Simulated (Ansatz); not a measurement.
Reaction (redistribution): `[NH2][Al]([F])[SH]` + `[O]=[Mo](=[O])([OH])[OH]` → `[NH2][Al]([OH])[SH]` + `[O]=[Mo](=[O])([OH])[F]`

Computed with Ansatz on PBE0-D4/def2-TZVP structures; ΔE is electronic, products minus reactants. CCSD(T)/CBS is the MP2 limit (def2-TZVPP, def2-QZVPP) plus CCSD(T) − MP2 in def2-TZVPP, frozen cores. Functionals use def2-TZVPP. HSE06 is defined as in plane-wave codes. def2 core potentials past Kr. For Mo outer-core shells are correlated without core-valence functions, which leaves a few kJ/mol of doubt a bond. Each species was taken in one conformer, which may not be the lowest.

`[NH2][Al]([F])[SH]`:

Z-matrix (Å, degrees):
```
N
Al 1 1.752
H 1 1.007 2 124.5
H 1 1.006 2 124.8 3 -180.0
F 2 1.648 1 119.4 3 -0.1
S 2 2.172 1 121.8 3 179.9
H 6 1.345 2 91.8 1 179.9
```

`[O]=[Mo](=[O])([OH])[OH]`:

Z-matrix (Å, degrees):
```
Mo
O 1 1.675
O 1 1.869 2 108.8
O 1 1.675 2 109.2 3 -120.1
O 1 1.869 2 110.0 3 120.6
H 3 0.961 1 123.2 2 -134.5
H 5 0.961 1 123.2 2 -14.9
```

`[NH2][Al]([OH])[SH]`:

Z-matrix (Å, degrees):
```
N
Al 1 1.761
H 1 1.006 2 125.7
H 1 1.007 2 124.1 3 -180.0
O 2 1.693 1 123.7 3 -0.0
S 2 2.178 1 119.4 3 -179.9
H 5 0.955 2 125.1 1 0.1
H 6 1.344 2 91.5 1 179.9
```

`[O]=[Mo](=[O])([OH])[F]`:

Z-matrix (Å, degrees):
```
Mo
O 1 1.670
O 1 1.860 2 110.0
O 1 1.669 2 107.9 3 118.5
F 1 1.844 2 109.7 3 -121.6
H 3 0.961 1 124.6 2 -14.9
```

```tsv
level	ΔE (kJ/mol)	difference from CCSD(T)/CBS
PBE0-D4	25.5	-3.3
BHLYP-D4	27.8	-1.0
ωB97M-V	24.0	-4.8
PBE	23.3	-5.5
BLYP	24.0	-4.8
PBE0	25.2	-3.6
HSE06	25.3	-3.5
BHLYP	27.3	-1.5
HF/def2-QZVPP	27.8	-1.0
MP2/CBS(def2)	28.0	-0.8
CCSD(T)/CBS	28.8	0
```

(1) What do rigid-rotor, harmonic-oscillator terms from PBE0-D4/def2-TZVP frequencies (298.15 K, 1 bar) make of the CCSD(T)/CBS value? (Estimate.)

Largest T1 diagnostic among the species: 0.025, so the coupled-cluster value is less sure than usual.

## Answers

(1) The calculation gave: ΔZPE = -0.2 kJ/mol, ΔH = +28.9 kJ/mol, ΔS = 8 J/(mol·K), ΔG = +26.5 kJ/mol.

From BLYP to BHLYP (50 % exact exchange), in def2-TZVPP and without D4, ΔE moves by +3.3 kJ/mol. Leaving LDA and LC-ωPBE aside and taking each functional with its dispersion term where it has one, the values, not all of them listed here, spread over 5.1 kJ/mol, from B97M-V to BHLYP-D4. At CCSD(T), def2-SVP lies +3.1 kJ/mol from the extrapolated value and def2-TZVPP −0.6 kJ/mol.
